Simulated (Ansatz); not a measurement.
Geometry optimisation, DFT PBE, scalar-relativistic, plane waves, PAW (Ansatz).

The input (input.yaml):

```yaml
crystal:
  lattice:
    - [8.1, 0.0, 0.0]
    - [0.0, 5.727565, 0.0]
    - [0.0, 0.0, 16.295674]
  atoms:
    - { symbol: Al, position: [0.25, 0.25, 0.061366] }
    - { symbol: Al, position: [0.75, 0.25, 0.061366] }
    - { symbol: Al, position: [0.25, 0.75, 0.061366] }
    - { symbol: Al, position: [0.75, 0.75, 0.061366] }
    - { symbol: Al, position: [0.0, 0.0, 0.1492354] }
    - { symbol: Al, position: [0.5, 0.0, 0.1492354] }
    - { symbol: Al, position: [0.0, 0.5, 0.1492354] }
    - { symbol: Al, position: [0.5, 0.5, 0.1492354] }
    - { symbol: Al, position: [0.25, 0.25, 0.2371048] }
    - { symbol: Al, position: [0.75, 0.25, 0.2371048] }
    - { symbol: Al, position: [0.25, 0.75, 0.2371048] }
    - { symbol: Al, position: [0.75, 0.75, 0.2371048] }
    - { symbol: Al, position: [0.0, 0.0, 0.3249742] }
    - { symbol: Al, position: [0.5, 0.0, 0.3249742] }
    - { symbol: Al, position: [0.0, 0.5, 0.3249742] }
    - { symbol: Al, position: [0.5, 0.5, 0.3249742] }
    - { symbol: Li, position: [0.4955736, 0.2496755, 0.4550701] }
basis:
  ecutwfc: 420.0
kpoints:
  mp_grid: { grid: [3, 4, 1] }
hamiltonian:
  xc: pbe
scf:
  occupations: { method: gaussian, width: 0.05 }
  lower_state_search: "off"
relax:
  f_tol: 0.03
  max_steps: 60
  adjacent_minimum: "off"
  constraints: [{ sites: [0, 1, 2, 3] }]
output:
  write_density: true
  write_potential: true
  elf: true
  volumetric_format: npy
```

Run as:

```bash
$ ansatz run input.yaml --threads 2 --pin off --max-ram 5120MiB --backend cpu --events-out ev --progress --plain --runs-dir out
```

Task: Where does it end, and by what steps?

Result: The forces met the threshold. The force dipped under the threshold on the way, but the program's further checks kept it going. Limits of this set-up: coarse k mesh, thin slab, slab without dipole correction, a typed lattice constant that wasn't relaxed here. After 15 steps the energy has fallen by 0.665 eV; Li17 moved furthest, 2.08 Å. Joined: Al9–Li17 (4.07 → 2.82 Å), Al13–Li17 (4.76 → 2.84 Å), Al15–Li17 (4.76 → 2.84 Å).

```json
{"step": "0", "energy less start (eV)": "0.0000", "largest force component (eV/Å)": "0.414", "accepted": "yes"}
{"step": "1", "energy less start (eV)": "-0.1186", "largest force component (eV/Å)": "0.130", "accepted": "yes"}
{"step": "2", "energy less start (eV)": "-0.1258", "largest force component (eV/Å)": "0.024", "accepted": "yes"}
{"step": "3", "energy less start (eV)": "-0.1258", "largest force component (eV/Å)": "0.024", "accepted": "yes"}
{"step": "4", "energy less start (eV)": "-0.1337", "largest force component (eV/Å)": "0.068", "accepted": "yes"}
{"step": "5", "energy less start (eV)": "-0.1526", "largest force component (eV/Å)": "0.119", "accepted": "yes"}
{"step": "6", "energy less start (eV)": "-0.1831", "largest force component (eV/Å)": "0.173", "accepted": "yes"}
{"step": "7", "energy less start (eV)": "-0.2271", "largest force component (eV/Å)": "0.231", "accepted": "yes"}
{"step": "8", "energy less start (eV)": "-0.2854", "largest force component (eV/Å)": "0.290", "accepted": "yes"}
{"step": "9", "energy less start (eV)": "-0.3577", "largest force component (eV/Å)": "0.341", "accepted": "yes"}
{"step": "10", "energy less start (eV)": "-0.4415", "largest force component (eV/Å)": "0.370", "accepted": "yes"}
{"step": "11", "energy less start (eV)": "-0.5329", "largest force component (eV/Å)": "0.347", "accepted": "yes"}
{"step": "12", "energy less start (eV)": "-0.6133", "largest force component (eV/Å)": "0.265", "accepted": "yes"}
{"step": "13", "energy less start (eV)": "-0.6580", "largest force component (eV/Å)": "0.113", "accepted": "yes"}
{"step": "14", "energy less start (eV)": "-0.6654", "largest force component (eV/Å)": "0.011", "accepted": "yes"}
{"step": "15", "energy less start (eV)": "-0.6654", "largest force component (eV/Å)": "0.011", "accepted": "yes"}
```

```xyz
17
Lattice="8.1000 0.0000 0.0000 0.0000 5.7276 0.0000 0.0000 0.0000 16.2957" Properties=species:S:1:pos:R:3
Al 2.025 1.432 1.000
Al 6.075 1.432 1.000
Al 2.025 4.296 1.000
Al 6.075 4.296 1.000
Al 0.023 -0.003 2.336
Al 4.066 -0.003 2.334
Al 0.023 2.867 2.336
Al 4.066 2.867 2.334
Al 2.082 1.432 3.799
Al 6.129 1.432 3.884
Al 2.084 4.296 3.836
Al 6.129 4.296 3.891
Al 0.091 -0.014 5.210
Al 4.101 -0.016 5.214
Al 0.091 2.877 5.210
Al 4.101 2.879 5.214
Li 2.095 1.432 6.617
```

Whether the end is a true minimum wasn't checked by a vibrational analysis.

Time of the run: 2.7 min on 2 threads of AMD EPYC 7R43 64-Core Processor (Zen 3), on a shared host, peak memory 0.89 GiB.
